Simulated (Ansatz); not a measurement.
`B[SiH](B)CF` + `S=CS` → `FCC(=S)S` + `B[SiH2]B`  (formal exchange of groups at a C–Si bond)

Gas-phase electronic energies from Ansatz, PBE0-D4/def2-TZVP geometries. CCSD(T)/CBS is the MP2 limit (def2-TZVPP, def2-QZVPP) plus CCSD(T) − MP2 in def2-TZVPP, frozen cores. Functionals use def2-TZVPP. B3LYP here is the variant with VWN-RPA as its local correlation; programs differ in this. Each species was taken in one conformer, which may not be the lowest.

```tsv
level	ΔE (kcal/mol)	difference from CCSD(T)/CBS
r2SCAN-D4	-2.0	-0.8
PBE0-D4	-1.5	-0.3
B3LYP	-0.2	1.0
HF/def2-TZVPP	-0.1	1.1
CCSD(T)/def2-TZVPP	-1.1	0.1
HF/def2-QZVPP	-0.1	1.1
MP2/def2-QZVPP	-1.9	-0.7
SCS-MP2/def2-QZVPP	-1.1	0.1
MP2/CBS(def2)	-2.0	-0.8
CCSD/CBS(def2)	-0.7	0.5
CCSD(T)/CBS	-1.2	0
```

Largest T1 diagnostic among the species: 0.018.

In def2-TZVPP, CCSD(T) changes the Hartree–Fock value by −1.0 kcal/mol (the triples alone add −0.5 kcal/mol) and MP2 by −1.8 kcal/mol.
